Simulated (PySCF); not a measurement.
ClHSeZn, SMILES [Cl][Zn][SeH].

Coordinates come from a PBE0-D3(BJ)/def2-SVP optimisation. Other conformers were not sampled.

Computed with PySCF 2.14.0 with TDA-ωB97X/def2-SVPD.

Vertical excitations. Isolated molecule, no solvent. State labels are in the subgroup Cs.

| state | symmetry | energy (eV) | λ (nm) | f | main pairs |
|---|---|---|---|---|---|
| S1 | A" | 4.93 | 251 | 0.032 | HOMO→LUMO 93 % |
| S2 | A" | 5.46 | 227 | 0.003 | HOMO→LUMO+1 74 %, HOMO→LUMO+3 17 % |
| S3 | A" | 6.16 | 201 | 0.007 | HOMO→LUMO+3 58 %, HOMO→LUMO+1 22 %, HOMO→LUMO+4 15 % |
| S4 | A' | 6.30 | 197 | 0.001 | HOMO→LUMO+2 70 %, HOMO−1→LUMO 25 % |
| S5 | A' | 6.79 | 183 | 0.025 | HOMO−2→LUMO 88 % |
| S6 | A" | 6.83 | 182 | 0.044 | HOMO−3→LUMO 91 % |
| S7 | A' | 7.11 | 174 | 0.193 | HOMO−1→LUMO+1 52 %, HOMO−1→LUMO 27 %, HOMO−1→LUMO+3 9 % |
| S8 | A' | 7.54 | 164 | 0.334 | HOMO−2→LUMO+1 30 %, HOMO−1→LUMO+1 26 %, HOMO−1→LUMO 20 %, HOMO→LUMO+2 9 % |
| S9 | A" | 7.58 | 164 | 0.000 | HOMO−3→LUMO+1 93 % |
| S10 | A' | 7.74 | 160 | 0.196 | HOMO−2→LUMO+1 40 %, HOMO−3→LUMO+2 14 %, HOMO−1→LUMO+1 14 %, HOMO−1→LUMO+3 13 % |
| T1 | A" | 4.61 | 269 | 0 | HOMO→LUMO 93 % |
| T2 | A" | 5.13 | 242 | 0 | HOMO→LUMO+1 51 %, HOMO→LUMO+3 34 %, HOMO→LUMO+4 8 % |
| T3 | A' | 5.91 | 210 | 0 | HOMO−1→LUMO 45 %, HOMO→LUMO+2 44 % |
| T4 | A" | 6.00 | 207 | 0 | HOMO→LUMO+1 45 %, HOMO→LUMO+3 39 %, HOMO→LUMO+4 10 % |
Triplets are in the Tamm–Dancoff approximation.
